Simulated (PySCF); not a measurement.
# Zr: ionisation energy

Zr [Kr] 4d2 5s2 (3F) → Zr+ [Kr] 4d2 5s1 (4F), as a difference of total energies. Computed with PySCF 2.14 in def2-TZVPPD with the def2 core potential (28 electrons), with scalar relativity through the core potential. Correlated levels: valence and next inner shell: nothing frozen outside the core potential. The calculations carry no spin-orbit coupling.

```
                                method  ionisation energy (eV)
                                   UHF                   5.195
    MP2 (valence and next inner shell)                   6.383
SCS-MP2 (valence and next inner shell)                   6.475
   CCSD (valence and next inner shell)                   6.428
CCSD(T) (valence and next inner shell)                   6.572
```

Errors of the correlated levels include the incompleteness of this basis.

**Question.** Which method comes closest to the reference value, and which is furthest?

**Answer.** The reference is 6.639 eV (measured; NIST levels, between the centres of gravity of the two terms). Closest: CCSD(T) (valence and next inner shell) (error -0.067 eV); furthest: UHF (error -1.444 eV).
